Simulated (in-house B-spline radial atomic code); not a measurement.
## Ionising Pt6+ with different functionals

Computed with a B-spline radial code for spherical atoms: scalar-relativistic (spin-free X2C) Hamiltonian, Fermi nucleus of rms radius 5.427 fm, spin-polarised at highest spin, spherical fractional occupations for the functionals, the average over the highest-spin determinants for Hartree-Fock. The ionisation energy is the difference of two self-consistent energies, [Xe] 4f14 5d4 → [Xe] 4f14 5d3, without Breit or QED terms; ε is the level of the shell that loses the electron (its least bound occupied spin orbital). There is no spin-orbit coupling in this Hamiltonian.

Hybrids are left out here: with spherical fractional occupations of an open shell their exact exchange keeps a self-interaction that integer-occupation calculations don't have.

```
           method          rung  ΔSCF (eV)  -ε(5d) (eV)
     Hartree-Fock  Hartree-Fock      92.14        92.81
         LDA VWN5           LDA      92.99        84.94
         LDA PW92           LDA      92.98        84.93
LDA exchange-only           LDA      91.53        83.53
              PBE           GGA      92.84        84.82
           PBEsol           GGA      92.86        84.83
             BLYP           GGA      92.54        84.49
             RPBE           GGA      92.80        84.78
             PW91           GGA      92.92        84.89
             BP86           GGA      92.87        84.84
             AM05           GGA      92.85        84.81
             OLYP           GGA      93.17        85.11
             TPSS      meta-GGA      92.84        84.83
             SCAN      meta-GGA      93.20        85.25
           r2SCAN      meta-GGA      93.22        85.28
          revTPSS      meta-GGA      92.86        84.85
```

(1) How do they compare with the NIST value?

## Answers

(1) NIST lists 91 eV ± 2 (tabulated theory, ground level to ground level). Errors run from +0.53 to +2.22 eV; all lie within about twice that uncertainty, so the table can't rank the methods. Hartree-Fock also lacks correlation.
